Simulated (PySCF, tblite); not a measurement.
Species: alpha-pinene, C₁₀H₁₆.
Cartesian coordinates in Å at the PBE0-D3(BJ)/def2-SVP level; atoms count from 1:
```
atom  x, y, z in Å
C1     3.237    1.049    0.384
C2     2.023    0.194    0.235
C3     1.897   -1.045    0.734
C4     0.606   -1.793    0.552
C5    -0.378   -0.965   -0.276
C6     0.365   -0.378   -1.495
C7     0.836    0.738   -0.532
C8    -0.487    0.493    0.274
C9    -0.489    0.710    1.777
C10   -1.670    1.245   -0.327
H11    2.991    1.989    0.908
H12    4.031    0.539    0.947
H13    3.641    1.339   -0.601
H14    2.714   -1.516    1.291
H15    0.788   -2.764    0.054
H16    0.167   -2.044    1.535
H17   -1.322   -1.509   -0.448
H18    1.154   -0.994   -1.953
H19   -0.315   -0.020   -2.278
H20    1.015    1.749   -0.929
H21   -1.410    0.296    2.221
H22    0.371    0.245    2.276
H23   -0.470    1.787    2.011
H24   -2.614    0.891    0.118
H25   -1.587    2.324   -0.116
H26   -1.753    1.125   -1.416
```

Jobs on this species (26 atoms, 76 electrons) with PySCF (density fitting) and tblite. Hardware of each: one thread of an Arm Neoverse V2, on a shared host. The host was shared with other jobs, so the times are rough.

```tsv
level and settings	work	basis functions	SCF cycles	wall time
PBE0-D3(BJ)/def2-SVP, grid level 1	geometry optimisation from a GFN2-xTB start shaken at random	220	?	?
PBE0/pcSseg-1	shieldings, ring-centre shieldings, charges and field gradients	250	?	?
GFN2-xTB	L-BFGS relaxation	–	–	0.67 s
PBE/pcSseg-1	shieldings, ring-centre shieldings	250	15	70 s
PBE0/pcSseg-1, IEF-PCM acetonitrile	shieldings, ring-centre shieldings, charges and field gradients	250	13	49 s
GFN2-xTB	Hessian by finite differences	–	–	1.1 s
CAM-B3LYP/def2-SVPD	10 singlets by full TDDFT, 4 Tamm–Dancoff triplets, polarisability, ΔSCF ions	328	12	3.7 min
PBE0/pcSseg-1, IEF-PCM tetrahydrofuran	shieldings, ring-centre shieldings	250	13	48 s
```

Q: Fill in the missing figures.

A: 
- PBE0-D3(BJ)/def2-SVP, grid level 1; geometry optimisation from a GFN2-xTB start shaken at random: 2.1 min, 32 SCF cycles
- PBE0/pcSseg-1; shieldings, ring-centre shieldings, charges and field gradients: 51 s, 14 SCF cycles

Q: What do all jobs in the table cost together?

A: About 9.5 min; the longest takes about 39 % of that, and about 330 times as long as the shortest.
